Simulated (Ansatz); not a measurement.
AlCl₄, charge -1, singlet, geometry from GFN2-xTB (such geometries of metal compounds can be far from the true shape) (a gas-phase anion, which may not be bound at this level). Base run: Ansatz (an electronic-structure program) with R2SCAN/6-31G.

Input for Ansatz:
Ansatz 0.2 input:
```yaml
crystal:
  periodic: [false, false, false]
  atoms:
    - {symbol: Cl, position_ang: [-1.65839443, -0.37089430, -1.25730454]}
    - {symbol: Al, position_ang: [0.00000000, 0.00000000, 0.00000000]}
    - {symbol: Cl, position_ang: [0.00812152, 2.03452580, 0.57383638]}
    - {symbol: Cl, position_ang: [1.78590719, -0.44613033, -1.03930391]}
    - {symbol: Cl, position_ang: [-0.13563427, -1.21750117, 1.72277208]}
basis:
  gaussian:
    orbitals: 6-31G
hamiltonian:
  xc: r2scan
total_charge: -1
```

Variants of this job, named by their change:

```json
[
 {"change": "base", "ΔE vs base (mEh)": "0.000"},
 {"change": "final_grid = 6, 12, 29", "ΔE vs base (mEh)": "1.452"},
 {"change": "point_charge = charge:-1.0 position_ang:-3.1785, -3.896, -0.933", "ΔE vs base (mEh)": "99.243"},
 {"change": "fitting.mean_field = def2-universal-JKFIT", "ΔE vs base (mEh)": "-0.053"},
 {"change": "fitting.mean_field = cc-pVTZ-JKFIT", "ΔE vs base (mEh)": "-0.017"},
 {"change": "forces = on", "ΔE vs base (mEh)": "0.000"},
 {"change": "lower_state_search = full", "ΔE vs base (mEh)": "0.000"},
 {"change": "lower_state_search = off", "ΔE vs base (mEh)": "0.000"},
 {"change": "accuracy = high", "ΔE vs base (mEh)": "0.001"},
 {"change": "point_charge = charge:0.5 position_ang:2.6065, 4.1151, 1.557", "ΔE vs base (mEh)": "-53.854"},
 {"change": "final_grid = 14, 28, 59", "ΔE vs base (mEh)": "0.011"}
]
```

A gas-phase anion may not be bound at this level; its values then depend on the basis.
